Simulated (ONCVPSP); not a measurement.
Scattering properties, ONCV potential for Tm

- Element: thulium (Tm)
- Generator: ONCVPSP 4.0.1
- Type: optimised norm-conserving Vanderbilt (ONCV)
- Functional: PBE
- Relativity: scalar-relativistic
- Frozen core: [Kr] 4d10
- Valence charge: 23
- Reference configuration: 4f13 5s2 5p6 6s1.5 6p0.5
- Partial waves: 5s+6s: rc 2.10 bohr, ncon 4, nbas 9, qcut 6.4 1/bohr, 3 projectors, debl 1.9 Ha; 5p+6p: rc 2.35 bohr, ncon 4, nbas 8, qcut 5.4 1/bohr, 3 projectors, debl 1.1 Ha; d scattering state at 0.06 Ha: rc 2.05 bohr, ncon 5, nbas 10, qcut 5 1/bohr, 2 projectors, debl 2.1 Ha; 4f: rc 1.10 bohr, ncon 4, nbas 9, qcut 14.3 1/bohr, 2 projectors, debl 1.7 Ha
- Local potential: polynomial inside 1.00 bohr (lpopt 3, dvloc0 6 Ha)
- Core correction: Teter function fitted to the true core (icmod 2), fcfact 0.25

In the d channel the program set the typed energies aside and used 0.050, 2.150 Ha.

The phase is arctan(r·R′/R) of the radial function R(r), unwrapped; energies in Ha, scanned from -3 to 5 Ha. A pole is an energy at which the radial function vanishes at the test radius. The pseudo phase is shifted by a multiple of π to meet the all-electron one at the reference energy, and phase errors are pseudo minus all-electron; the curves can meet again beyond the range given. Levels narrower than the energy grid can be missing from the lists of poles.

| channel | radius (bohr) | reference energy (Ha) | poles, all-electron | poles, pseudo | unbroken range about the reference energy with phases within 0.05 rad | phase error 1 Ha above the reference energy (rad) |
| --- | --- | --- | --- | --- | --- | --- |
| s | 2.13 | -0.16 | -1.80, 3.78 | -1.80, 3.77 | the whole range | +0.000 |
| p | 2.39 | -0.05 | -0.80, 3.43 | -0.80, 3.43 | the whole range | +0.000 |
| d | 2.08 | 0.05 | 1.27 | 1.27 | the whole range | -0.000 |
| f | 1.12 | -0.14 | 0.87 | 0.87 | the whole range | +0.000 |

Phases in the s channel:

```json
{"E (Ha)": "-2.98", "all-electron": "1.201", "pseudo": "1.201"}
{"E (Ha)": "-2.76", "all-electron": "1.128", "pseudo": "1.128"}
{"E (Ha)": "-2.54", "all-electron": "0.973", "pseudo": "0.973"}
{"E (Ha)": "-2.32", "all-electron": "0.425", "pseudo": "0.425"}
{"E (Ha)": "-2.10", "all-electron": "-1.050", "pseudo": "-1.050"}
{"E (Ha)": "-1.88", "all-electron": "-1.502", "pseudo": "-1.502"}
{"E (Ha)": "-1.66", "all-electron": "-1.648", "pseudo": "-1.648"}
{"E (Ha)": "-1.44", "all-electron": "-1.730", "pseudo": "-1.730"}
{"E (Ha)": "-1.22", "all-electron": "-1.791", "pseudo": "-1.791"}
{"E (Ha)": "-1.00", "all-electron": "-1.848", "pseudo": "-1.848"}
{"E (Ha)": "-0.78", "all-electron": "-1.909", "pseudo": "-1.909"}
{"E (Ha)": "-0.56", "all-electron": "-1.982", "pseudo": "-1.982"}
{"E (Ha)": "-0.34", "all-electron": "-2.079", "pseudo": "-2.079"}
{"E (Ha)": "-0.12", "all-electron": "-2.217", "pseudo": "-2.217"}
{"E (Ha)": "0.10", "all-electron": "-2.432", "pseudo": "-2.432"}
{"E (Ha)": "0.32", "all-electron": "-2.777", "pseudo": "-2.777"}
{"E (Ha)": "0.54", "all-electron": "-3.258", "pseudo": "-3.258"}
{"E (Ha)": "0.76", "all-electron": "-3.717", "pseudo": "-3.717"}
{"E (Ha)": "0.98", "all-electron": "-4.028", "pseudo": "-4.028"}
{"E (Ha)": "1.20", "all-electron": "-4.219", "pseudo": "-4.219"}
{"E (Ha)": "1.42", "all-electron": "-4.342", "pseudo": "-4.342"}
{"E (Ha)": "1.64", "all-electron": "-4.426", "pseudo": "-4.426"}
{"E (Ha)": "1.86", "all-electron": "-4.487", "pseudo": "-4.487"}
{"E (Ha)": "2.08", "all-electron": "-4.533", "pseudo": "-4.533"}
{"E (Ha)": "2.30", "all-electron": "-4.570", "pseudo": "-4.570"}
{"E (Ha)": "2.52", "all-electron": "-4.600", "pseudo": "-4.600"}
{"E (Ha)": "2.74", "all-electron": "-4.625", "pseudo": "-4.625"}
{"E (Ha)": "2.96", "all-electron": "-4.647", "pseudo": "-4.647"}
{"E (Ha)": "3.18", "all-electron": "-4.667", "pseudo": "-4.667"}
{"E (Ha)": "3.40", "all-electron": "-4.685", "pseudo": "-4.685"}
{"E (Ha)": "3.62", "all-electron": "-4.701", "pseudo": "-4.701"}
{"E (Ha)": "3.84", "all-electron": "-4.717", "pseudo": "-4.717"}
{"E (Ha)": "4.06", "all-electron": "-4.732", "pseudo": "-4.732"}
{"E (Ha)": "4.28", "all-electron": "-4.747", "pseudo": "-4.747"}
{"E (Ha)": "4.50", "all-electron": "-4.763", "pseudo": "-4.763"}
{"E (Ha)": "4.72", "all-electron": "-4.779", "pseudo": "-4.779"}
{"E (Ha)": "4.94", "all-electron": "-4.796", "pseudo": "-4.796"}
```
